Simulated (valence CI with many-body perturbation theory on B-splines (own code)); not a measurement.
Results of a calculation; reference values are marked as such.
## Level structure of Cr XIX

Method: relativistic CI+MBPT: four valence electrons over a frozen Dirac-Fock core [He], radial functions for each j: 11 s, 11 p, 9 d, 7 f, 5 g, 2 h, 1 i, with the one-electron correlation potential Σ1, the two-electron term Σ2, the three-electron term Σ3, Breit, model QED; selected CI, second order for the rest (own B-spline code, finite nucleus).

No measured spectrum was set against this ion. As an estimate, levels of excited configurations hold to 0.05 to 0.15 % of their energy, terms of the ground configuration to about 0.5 %. Among the levels kept, up to 260 cm⁻¹ of a level comes from second order outside the variational space, and about a tenth of that is noise between levels of different J, which matters for small intervals.

Levels 46 to 90 of 105, with energies above the lowest level, 2s2 2p2 3P_0. "Leading %" is the weight of the configuration and term that name the level; weights of strongly mixed levels are sums over their largest components and can fall short. In the jj column 3d3/2^4 stands for four electrons in 3d with j = 3/2.

```
No.  Configuration  Term  J  E (eV)  Leading %      g    Second component                   Leading jj
 46      2s2 2p 3d   3D°  3  846.18         77  1.279  16 % 2s2 2p 3d 3F°      2s^2 2p3/2 3d5/2 (50 %)
 47      2s2 2p 3d   3P°  2  847.67         52  1.339  41 % 2s2 2p 3d 3D°      2s^2 2p3/2 3d5/2 (56 %)
 48      2s2 2p 3d   3P°  1  847.84         73  1.272  22 % 2s2 2p 3d 3D°      2s^2 2p3/2 3d3/2 (88 %)
 49      2s2 2p 3d   3P°  0  848.10         95                                 2s^2 2p3/2 3d3/2 (95 %)
 50      2s 2p2 3s    3P  2  850.94         87  1.480    7 % 2s2 2p 3p 3P     2s 2p1/2 2p3/2 3s (53 %)
 51      2s 2p2 3p   5D°  0  852.50         93                                 2s 2p1/2^2 3p1/2 (54 %)
 52      2s 2p2 3p   5D°  1  852.76         58  1.728  20 % 2s 2p2 3p 3S°      2s 2p1/2^2 3p1/2 (50 %)
 53      2s2 2p 3d   1F°  3  853.96         87  1.024   7 % 2s2 2p 3d 3D°      2s^2 2p3/2 3d5/2 (46 %)
 54      2s2 2p 3d   1P°  1  854.25         81  1.004   7 % 2s2 2p 3d 3D°      2s^2 2p3/2 3d5/2 (82 %)
 55      2s 2p2 3p   5D°  2  855.78         81  1.553  16 % 2s 2p2 3p 5P°      2s 2p1/2^2 3p3/2 (35 %)
 56      2s 2p2 3p   3S°  1  855.90         48  1.840  36 % 2s 2p2 3p 5D°  2s 2p1/2 2p3/2 3p1/2 (69 %)
 57      2s 2p2 3p   5D°  3  859.54         88  1.513  10 % 2s 2p2 3p 5P°  2s 2p1/2 2p3/2 3p3/2 (78 %)
 58      2s 2p2 3p   5P°  1  860.16         65  2.106  14 % 2s 2p2 3p 3S°  2s 2p1/2 2p3/2 3p3/2 (41 %)
 59      2s 2p2 3p   5P°  2  860.27         68  1.725  16 % 2s 2p2 3p 5D°  2s 2p1/2 2p3/2 3p1/2 (42 %)
 60      2s 2p2 3p   3D°  1  863.32         81  0.788   9 % 2s 2p2 3p 5P°  2s 2p1/2 2p3/2 3p3/2 (58 %)
 61      2s 2p2 3p   5P°  3  863.48         73  1.589  17 % 2s 2p2 3p 3D°  2s 2p1/2 2p3/2 3p1/2 (34 %)
 62      2s 2p2 3p   5D°  4  863.81         97  1.491                          2s 2p3/2^2 3p3/2 (50 %)
 63      2s 2p2 3p   3D°  2  866.19         84  1.240   7 % 2s 2p2 3p 5P°  2s 2p1/2 2p3/2 3p3/2 (66 %)
 64      2s 2p2 3s    3D  1  868.07         95  0.519                         2s 2p1/2 2p3/2 3s (76 %)
 65      2s 2p2 3s    3D  2  868.63         92  1.177                         2s 2p1/2 2p3/2 3s (66 %)
 66      2s 2p2 3s    3D  3  869.40         94  1.341                             2s 2p3/2^2 3s (49 %)
 67      2s 2p2 3p   5S°  2  869.60         86  1.956   7 % 2s 2p2 3p 5P°  2s 2p1/2 2p3/2 3p1/2 (36 %)
 68      2s 2p2 3p   3P°  0  869.85         95                             2s 2p1/2 2p3/2 3p3/2 (82 %)
 69      2s 2p2 3p   3D°  3  870.79         80  1.370  14 % 2s 2p2 3p 5P°      2s 2p3/2^2 3p3/2 (52 %)
 70      2s 2p2 3p   3P°  1  871.86         82  1.482   7 % 2s 2p2 3p 3S°  2s 2p1/2 2p3/2 3p3/2 (48 %)
 71      2s 2p2 3p   3P°  2  872.47         86  1.476   4 % 2s 2p2 3p 3D°  2s 2p1/2 2p3/2 3p3/2 (59 %)
 72      2s 2p2 3d    5F  1  875.60         91  0.104    5 % 2s 2p2 3d 5D      2s 2p1/2^2 3d3/2 (52 %)
 73      2s 2p2 3s    1D  2  875.88         92  1.022                         2s 2p1/2 2p3/2 3s (57 %)
 74      2s 2p2 3d    5F  2  876.39         80  1.091   14 % 2s 2p2 3d 5D      2s 2p1/2^2 3d3/2 (32 %)
 75      2s 2p2 3d    5F  3  877.94         70  1.326   23 % 2s 2p2 3d 5D      2s 2p1/2^2 3d5/2 (37 %)
 76      2s 2p2 3d    5F  4  880.96         80  1.375   19 % 2s 2p2 3d 5D  2s 2p1/2 2p3/2 3d5/2 (81 %)
 77      2s 2p2 3d    5D  0  882.42         95           4 % 2s 2p2 3d 3P  2s 2p1/2 2p3/2 3d3/2 (92 %)
 78      2s 2p2 3d    5D  1  882.49         83  1.448    6 % 2s 2p2 3d 5F  2s 2p1/2 2p3/2 3d3/2 (82 %)
 79      2s 2p2 3d    5D  2  882.58         58  1.448   18 % 2s 2p2 3d 5F  2s 2p1/2 2p3/2 3d3/2 (67 %)
 80      2s 2p2 3d    5D  3  883.15         39  1.470   30 % 2s 2p2 3d 5P  2s 2p1/2 2p3/2 3d5/2 (41 %)
 81      2s 2p2 3s    3S  1  883.62         46  1.689   37 % 2s 2p2 3s 3P     2s 2p1/2 2p3/2 3s (42 %)
 82      2s 2p2 3d    5F  5  884.62         97  1.393                          2s 2p3/2^2 3d5/2 (50 %)
 83      2s 2p2 3s    3P  0  884.88         76          20 % 2s 2p2 3s 1S     2s 2p1/2 2p3/2 3s (58 %)
 84      2s 2p2 3d    3P  2  886.15         65  1.338   14 % 2s 2p2 3d 3F  2s 2p1/2 2p3/2 3d5/2 (35 %)
 85      2s 2p2 3d    5D  4  886.21         74  1.451   19 % 2s 2p2 3d 5F  2s 2p1/2 2p3/2 3d5/2 (38 %)
 86      2s 2p2 3d    5P  3  888.72         62  1.578   30 % 2s 2p2 3d 5D  2s 2p1/2 2p3/2 3d5/2 (33 %)
 87      2s 2p2 3d    3F  2  888.87         80  0.835   14 % 2s 2p2 3d 3P  2s 2p1/2 2p3/2 3d5/2 (62 %)
 88      2s 2p2 3p   3F°  2  888.95         64  0.793  29 % 2s 2p2 3p 1D°  2s 2p1/2 2p3/2 3p1/2 (80 %)
 89      2s 2p2 3d    5P  2  890.02         80  1.758   16 % 2s 2p2 3d 5D  2s 2p1/2 2p3/2 3d3/2 (38 %)
 90      2s 2p2 3d    3P  1  890.32         81  1.438    7 % 2s 2p2 3d 5D  2s 2p1/2 2p3/2 3d5/2 (53 %)
```

Names give the largest LS component (configuration and term), which can be under half, so a name can repeat, a term be missing and a line seem to break the LS rules; names also repeat where a configuration has a term twice.
